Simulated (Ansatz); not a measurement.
Reaction (ligand exchange at the Si–S bond): `C[SiH2]S[SiH2]Cl` + `[SiH3][SeH]` → `C[SiH2][Se][SiH3]` + `S[SiH2]Cl`

Computed with Ansatz on PBE0-D4/def2-TZVP structures; ΔE is electronic, products minus reactants. CCSD(T)/CBS adds triple-zeta CCSD(T) − MP2 to the extrapolated MP2 energy (def2 sets, frozen cores). DFT in def2-TZVPP. B3LYP here is the variant with VWN-RPA as its local correlation; programs differ in this. HSE06 is defined as in plane-wave codes. For Se outer-core shells are correlated without core-valence functions, which leaves a few kJ/mol of doubt a bond. Scalar relativity is left out up to krypton. Each species was taken in one conformer, which may not be the lowest.

`C[SiH2]S[SiH2]Cl`:

Z-matrix (Å, degrees):
```
C
Si 1 1.861
H 1 1.092 2 110.8
H 1 1.092 2 110.8 3 120.5
H 1 1.093 2 110.0 3 -119.8
S 2 2.154 1 107.0 3 -60.7
H 2 1.486 1 111.5 3 -179.7
H 2 1.485 1 111.6 3 58.8
Si 6 2.115 2 98.6 1 176.6
Cl 9 2.055 6 112.5 2 -76.8
H 9 1.481 6 110.8 2 42.4
H 9 1.478 6 107.2 2 164.9
```

`[SiH3][SeH]`:

Cartesian coordinates in Å:
```
Si -0.120 0.422 -0.373
Se 0.941 -0.586 1.374
H 0.108 -0.311 -1.644
H 0.481 1.775 -0.454
H -1.581 0.528 -0.131
H 0.170 -1.828 1.228
```

`C[SiH2][Se][SiH3]`:

Z-matrix (Å, degrees):
```
C
Si 1 1.865
H 1 1.092 2 111.0
H 1 1.092 2 110.6 3 120.2
H 1 1.094 2 110.1 3 -119.8
Se 2 2.287 1 112.4 3 -61.3
H 2 1.485 1 111.1 3 -178.3
H 2 1.487 1 110.4 3 60.2
Si 6 2.273 2 95.3 1 72.9
H 9 1.486 6 111.5 2 -62.2
H 9 1.485 6 110.8 2 58.7
H 9 1.483 6 106.6 2 178.5
```

`S[SiH2]Cl`:

Z-matrix (Å, degrees):
```
Si
Cl 1 2.054
S 1 2.120 2 112.9
H 1 1.478 2 108.5 3 -116.6
H 1 1.479 2 106.5 3 122.3
H 3 1.344 1 94.3 2 70.4
```

```csv
level,ΔE (kcal/mol),difference from CCSD(T)/CBS
PBE-D4,-0.8,0.2
revPBE-D4,-0.6,0.4
r2SCAN-D4,-0.5,0.5
B97M-V,0.4,1.4
PBE0-D4,-0.8,0.2
B3LYP-D4,-0.6,0.4
r2SCANh-D4,-0.6,0.4
r2SCAN0-D4,-0.7,0.3
HSE06-D4,-0.9,0.1
BHLYP-D4,-0.7,0.3
CAM-B3LYP-D4,-0.4,0.6
ωB97X-V,-0.5,0.5
ωB97M-V,-0.6,0.4
B2PLYP,-0.6,0.4
PBE-QIDH,-0.8,0.2
PBE,-0.8,0.2
revPBE,-0.8,0.2
BLYP,-0.5,0.5
r2SCAN,-0.5,0.5
PBE0,-0.8,0.2
B3LYP,-0.6,0.4
r2SCAN0,-0.7,0.3
HSE06,-0.8,0.2
BHLYP,-0.6,0.4
CAM-B3LYP,-0.4,0.6
LC-ωPBE,-0.5,0.5
RPA@PBE/def2-TZVPP,-0.6,0.4
HF/def2-SVP,-0.2,0.8
MP2/def2-SVP,-0.8,0.2
CCSD/def2-SVP,-0.4,0.6
HF/def2-TZVPP,-0.6,0.4
MP2/def2-TZVPP,-0.9,0.1
SCS-MP2/def2-TZVPP,-0.7,0.3
CCSD/def2-TZVPP,-0.8,0.2
CCSD(T)/def2-TZVPP,-0.7,0.3
HF/def2-QZVPP,-0.5,0.5
MP2/def2-QZVPP,-1.0,0.0
SCS-MP2/def2-QZVPP,-0.8,0.2
MP2/CBS(def2),-1.1,-0.1
CCSD/CBS(def2),-1.0,0.0
CCSD(T)/CBS,-1.0,0
```

Largest T1 diagnostic among the species: 0.010.

Leaving LDA and LC-ωPBE aside and taking each functional with its dispersion term where it has one, the values spread over 1.2 kcal/mol, from HSE06-D4 to B97M-V.

CCSD(T)/CBS has its own doubt, a few kJ/mol and more with outer-core shells, so smaller differences from it don't rank the levels.
